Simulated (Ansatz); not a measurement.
`[F][GaH][SiH3]` + `F[SiH2]P` → `F[SiH2]P[SiH3]` + `[F][GaH2]` at 600 K and 1 bar (cleavage of the Si–Ga bond).

Gas-phase electronic energies from Ansatz, PBE0-D4/def2-TZVP geometries. CBS: MP2 limit from def2 TZ/QZ plus the TZ coupled-cluster correction, frozen cores. For Ga outer-core shells are correlated without core-valence functions, which leaves a few kJ/mol of doubt a bond. Scalar relativity is left out up to krypton. One conformer a species, not always the lowest.

```
         species  CCSD(T)/CBS energy (Eh)  H − E (kJ/mol)  S (J/(mol·K))
`[F][GaH][SiH3]`              -2315.24439           136.4          407.8
      `F[SiH2]P`               -732.27050           143.4          367.9
`F[SiH2]P[SiH3]`              -1022.56126           209.4          463.1
     `[F][GaH2]`              -2024.95631            68.4          292.7
```

H − E and S are ideal-gas, rigid-rotor, harmonic terms from PBE0-D4/def2-TZVP, for one conformer and one mirror image of each species. 1 Eh = 2625.50 kJ/mol, R = 8.31446 J/(mol·K).

Question: By hand: ΔE, ΔH, ΔS and ΔG.

Answer: ΔE = (-1022.56126) + (-2024.95631) − (-2315.24439) − (-732.27050) = -0.00268 Eh = -7.0 kJ/mol. Δ(H − E) = 209.4 + 68.4 − 136.4 − 143.4 = -2.0, so ΔH = -9.0 kJ/mol. ΔS = 463.1 + 292.7 − 407.8 − 367.9 = -19.9 J/(mol·K). ΔG = -9.0 − 600 × (-19.9)/1000 = 2.9 kJ/mol.

Question: By hand: the equilibrium constant, and the temperature at which ΔG would vanish if ΔH and ΔS stayed fixed.

Answer: log₁₀ K = −ΔG/(RT ln 10) = -0.3. ΔG = 0 at ΔH/ΔS = 452 K, though so small a ΔH makes that figure unsure.

TΔS isn't small against ΔH here. The sign of ΔG lies within the doubt. A doubt of 5 kJ/mol in ΔE shifts log₁₀ K by 0.4 here. Other conformers and mirror images would add mixing entropy, several J/(mol·K) or more a flexible species. Modes under 60 cm⁻¹, often nearly free rotors, make the harmonic entropy too high. These are equilibria of isolated gas molecules and say nothing of rates. Largest T1 diagnostic: 0.014 (customary marks: 0.02 for closed shells, 0.045 for open ones).
